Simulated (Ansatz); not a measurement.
F4H2Si2, SMILES `F[SiH](F)[SiH](F)F`, relaxed with RKS PBE-D4/def2-SVP in the Gaussian-basis code of Ansatz from a rough embedded geometry. The force threshold is 0.03 eV/Å; the program also tests the step.

Total charge 0; spin multiplicity 1.

Start:

```xyz
8

F    -1.464    1.197    1.273
Si   -0.897   -0.194    0.712
F    -0.476   -1.104    1.976
Si    0.895    0.146   -0.748
F     2.064    1.020    0.003
F     0.446    0.976   -2.026
H    -2.024   -0.906    0.010
H     1.456   -1.135   -1.201
```

(1) By how much does the energy fall, and how many steps does the optimiser take? (Estimate.)

(2) Which bonds change most? (Estimate.)

(3) Give the relaxed structure. (Estimate.)

Results:

(1) Computed: 9.39 kJ/mol, in 6 steps.

(2) The calculation gave: Si4–F6 from 1.588 to 1.633 Å; Si4–H8 from 1.470 to 1.498 Å; F1–Si2 from 1.603 to 1.631 Å; Si2–Si4 from 2.336 to 2.358 Å.

(3) Ansatz gave: 
```xyz
8

F    -1.388    1.241    1.271
Si   -0.941   -0.212    0.680
F    -0.445   -1.138    1.930
Si    0.914    0.113   -0.738
F     1.999    1.039    0.053
F     0.395    0.944   -2.044
H    -2.142   -0.862    0.064
H     1.609   -1.125   -1.217
```
